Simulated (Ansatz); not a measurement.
Born–Oppenheimer molecular dynamics of BH₆N₃ (10 atoms, charge 0, multiplicity 1). It starts from a relaxed structure.

Theory: Ansatz 0.2.0, RKS PBE/STO-3G.

* ensemble: NVT, Langevin thermostat
* time step: 0.5 fs
* steps asked: 122
* set temperature: 400 K
* friction: 0.02 /fs
* seed: 307473

First frame:

```xyz
10
Properties=species:S:1:pos:R:3
B 0.003 -0.019 0.001
N -0.034 0.237 1.424
H -0.842 -0.131 1.977
H 0.846 0.119 1.977
N 1.257 0.020 -0.702
H 1.292 0.142 -1.738
H 2.106 0.430 -0.254
N -1.209 -0.346 -0.700
H -2.139 -0.207 -0.249
H -1.280 -0.244 -1.736
```

**Question.** How far do the bonds stretch over the last three quarters of this one trajectory? (Pairs bonded in most of those frames.)

**Answer.** 
| bond | mean (Å) | spread (Å) | shortest | longest |
| --- | --- | --- | --- | --- |
| B1–N2 | 1.435 | 0.023 | 1.40 | 1.47 |
| B1–N5 | 1.431 | 0.027 | 1.37 | 1.47 |
| B1–N8 | 1.456 | 0.035 | 1.39 | 1.51 |
| N2–H3 | 1.043 | 0.010 | 1.02 | 1.06 |
| N2–H4 | 1.046 | 0.023 | 1.00 | 1.08 |
| N5–H6 | 1.046 | 0.028 | 1.00 | 1.10 |
| N5–H7 | 1.045 | 0.030 | 0.99 | 1.10 |
| N8–H9 | 1.050 | 0.018 | 1.02 | 1.08 |
| N8–H10 | 1.049 | 0.014 | 1.02 | 1.08 |

Mean temperature of the second half: 381 K. A run of 0.061 ps of so small a system gives no equilibrium averages. Limits of this set-up: minimal basis.

The run took 2.4 min on 1 thread of Arm Neoverse V2, with other jobs on the host, peak memory 0.08 GiB.
